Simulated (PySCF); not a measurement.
TiCl₃, SMILES [Cl][Ti+]([Cl])[Cl], charge +1, multiplicity 1.

Coordinates come from a PBE0-D3(BJ)/def2-SVP optimisation. The spin state was assumed, not searched. The isomer is the one that the SMILES or the coordinates give; other isomers of the formula were not compared.

Two levels are set side by side: PBE/def2-TZVPD (PySCF) and CAM-B3LYP/def2-TZVPD (PySCF). Same geometry, gas phase. Differences are taken from unrounded values.

```
quantity                     CAM-B3LYP
---------------------------  ---------
orbital gap (eV)                  7.21
highest occupied level (eV)     -16.14
lowest empty level (eV)          -8.94
mean polarisability (bohr³)       69.1
```

**Question.** What does PBE give, and how far is it from CAM-B3LYP? (The exact figures need the calculation; the answer reports its results.)

**Answer.** 
```
quantity                        PBE  PBE minus CAM-B3LYP
---------------------------  ------  -------------------
orbital gap (eV)               2.76                -4.44
highest occupied level (eV)  -13.53                 2.62
lowest empty level (eV)      -10.76                -1.83
mean polarisability (bohr³)    70.9                  1.7
```

Without exact exchange PBE keeps part of each electron's self-repulsion, which lifts occupied levels and narrows the gap. Differences between two approximate levels are no errors against the true value.

Rough cost on one machine, each run with all the roots and properties that it gave: CAM-B3LYP against PBE within a factor of 2.
